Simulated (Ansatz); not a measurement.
Spin states of O2Pt (SMILES [O]=[Pt]=[O]), each relaxed at B3LYP-D3(BJ)/def2-TZVP; lowest solutions found, singlets restricted, no spin–orbit coupling, no relativity up to Kr.
Multiplicity 1 (charge 0, multiplicity 1):
```xyz
3

Pt    -0.0098     0.0148    -0.0220
O      1.2903     0.2215    -1.0951
O     -1.3137    -0.1889     1.0468
```
Multiplicity 5 (charge 0, multiplicity 5):
```csv
atom,x (Å),y (Å),z (Å)
Pt,0.2320,-0.1649,0.2372
O,1.2040,0.3171,-1.2538
O,-1.4692,-0.1048,0.9462
```

The values were computed with Ansatz (Gaussian orbitals). Values without a source in brackets are computed. In def2 rows elements past Kr take small-core potentials, without spin–orbit coupling.

The energy of multiplicity 5 less that of multiplicity 1 (kcal/mol) and the share of exact exchange:

```csv
functional,exact exchange (%),value
PBE/def2-TZVPP,0,56.46
PBE0/def2-TZVPP,25,42.63
BLYP/def2-TZVPP,0,53.90
B3LYP/def2-TZVPP,20,44.99
BHLYP/def2-TZVPP,50,20.64
r2SCAN/def2-TZVPP,0,47.70
r2SCANh/def2-TZVPP,10,42.53
```

Take the value as linear in the share of exact exchange along PBE and PBE0. Give the slope, say whether the sign turns, and set the other functionals against that line.


Slope: (42.63 − (56.46))/2.5 = -5.53 kcal/mol for each 10 %. The line keeps its sign from 0 to 100 %. At 50 % it gives 28.8 kcal/mol. The LYP pair gives (20.64 − (53.90))/5 = -6.65 for each 10 %. BHLYP, at 50 %, lies -8.2 from the PBE line. B3LYP, at 20 %, lies -0.4 from the PBE line. r2SCAN, with none, stands -8.8 from PBE. The r2SCAN pair gives -5.18 for 10 %.

Ansatz is a quantum-chemistry and plane-wave program.
